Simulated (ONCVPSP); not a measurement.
## Potentials for Ti compared

Generated with ld1.x 7.5 (TM, RRKJ, ultrasoft, PAW), atompaw 4.2 or ONCVPSP 4.0.1. The cutoff is in Ry: for ld1.x and atompaw files where the sum of valence levels is converged to 10 mRy in a Bessel basis, for ONCV files where the hardest occupied wave has 1 mHa per electron of residual kinetic energy. The error is the largest all-electron minus pseudo excitation energy over each file’s own four to seven test configurations (ionisations up to +4, promotions, holes and added fractions of an electron), all of which were solved. The labels leave out finer settings (local radius, basis sizes, second energies), which also bear on the numbers. Spin-polarised tests are not counted. The rows are a selection from randomly drawn settings: files with unsolved tests, undetermined cutoffs or missed reference levels are left out.

| potential | cutoff (Ry) | largest error (meV) | bound ghosts |
| --- | --- | --- | --- |
| ONCV, PBEsol, scalar-relativistic, rc 1.25/1.25/1.95 (spd), local smoothed, core correction yes, reference 3s2 3p6 3d2, qcut 8.6/13.5/9.1, projectors 1/2/2 | 84 | +233 | none |
| ONCV, PBEsol, scalar-relativistic, rc 1.75/2.05/1.90 (spd), local smoothed, core correction yes, reference 3s2 3p6 3d2 4s1 4p1, qcut 7.8/5.2/10.1, projectors 3/2/2 | 62 | -1.9 | none |
| ONCV, PBEsol, scalar-relativistic, rc 1.50/1.10/1.10 (spd), local d, core correction yes, reference 3s2 3p6 3d2 4s0.5, qcut 8.6/9/14.8, projectors 3/3/0 | 138 | -60 | none |
| ONCV, LDA (Perdew-Wang 92), scalar-relativistic, rc 1.35/1.45/2.25 (spd), local smoothed, core correction yes, reference 3s2 3p6 3d2 4s1, qcut 10.3/9.5/6.3, projectors 2/2/3 | 66 | +260 | none |

Fill in the row for Ti: ONCV, PBE, scalar-relativistic, rc 2.00/1.75/2.15/1.90 (spdf), local smoothed, core correction no, reference 3s2 3p6 3d2 4s2, qcut 7.2/6.6/8/6.4, projectors 2/3/3/2.

cutoff 43 Ry, largest error -430 meV, bound ghosts: none.

Fill in the row for Ti: ONCV, PBE, scalar-relativistic, rc 1.35/1.20/1.25 (spd), local smoothed, core correction no, reference 3s2 3p6 3d2 4s2, qcut 8.3/7.8/8.1, projectors 2/2/3.

cutoff 214 Ry, largest error +16 meV, bound ghosts: none.
